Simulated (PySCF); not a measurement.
Structure with atom numbers: `[CH:1]#[C:2][C:3](=[O:4])[NH:5][CH:6]1[CH2:7][CH2:8][CH2:9]1`. Hydrogens are named by the atom that carries them. Ha(C7), Ha(C8), Ha(C9) are cis to N5 on the ring; Hb(C7), Hb(C8), Hb(C9) are trans to N5 on the ring.

Geometry: GFN2-xTB; GIAO shifts from PySCF, gas phase, non-relativistic, averaged over equivalent atoms.

At LC-wPBE/ANO-RCC-VDZP (171 basis functions, 3.9 min wall time on 1 thread of an Arm Neoverse N1, shared host):
```csv
atoms,δ (ppm)
C3,154.4
C2,79.7
C1,76.1
C6,38.0
C7/C9,28.7
C8,10.6
O4,383.8
N5,160.6
H(N5),5.42
H(C6),5.05
H(C1),2.78
Hb(C7)/Hb(C9),2.42
Ha(C7)/Ha(C9),1.68
Ha(C8),1.66
Hb(C8),1.66
```

δ = σ(ref) − σ, references computed at the same level: ¹³C (σ = 194.73 ppm) and ¹H (σ = 31.82 ppm) vs TMS; ¹⁷O (σ = 337.88 ppm) against H2O; NH3 for ¹⁵N (σ = 275.37 ppm).

Q: Estimate the result of repeating the calculation with wB97X-D/IGLO-II.

A: 
```
        atoms  δ at wB97X-D/IGLO-II  change
           C3                 152.5    -1.9
           C2                  82.0    +2.3
           C1                  77.5    +1.4
           C6                  42.2    +4.2
        C7/C9                  32.6    +3.9
           C8                  13.8    +3.2
           O4                 408.9   +25.1
           N5                 160.9    +0.3
        H(N5)                  5.22   -0.20
        H(C6)                  4.96   -0.09
        H(C1)                  1.88   -0.90
Hb(C7)/Hb(C9)                  2.51   +0.09
Ha(C7)/Ha(C9)                  1.77   +0.09
       Ha(C8)                  1.72   +0.06
       Hb(C8)                  1.72   +0.06
```

Referencing at the same level of theory: ¹³C (σref 189.19), ¹H (σref 32.24) vs TMS; ¹⁷O (σref 334.07) vs H2O; ¹⁵N (σref 265.26) vs NH3.

The largest change is at O4 (amide-type carbonyl oxygen). Cost: 252 basis functions, 95 s wall time on 1 thread of an Arm Neoverse N1, shared host. The order of the carbon signals is the same at both levels.

Hydrogen bonding in solution deshields acid and N–H amide carbonyl carbons by as much as 10 ppm beyond these values. Unscaled 17O shifts of doubly bonded oxygen tend to come out too high, by tens of ppm or more. Experimental scales use liquid or dissolved standards, which lie at an offset from isolated NH3 (liquid NH3: subtract about 20 ppm) and H2O (liquid H2O: subtract about 36 ppm). Unscaled 15N shifts of sp2 nitrogen come out 20 to 40 ppm too high even then.
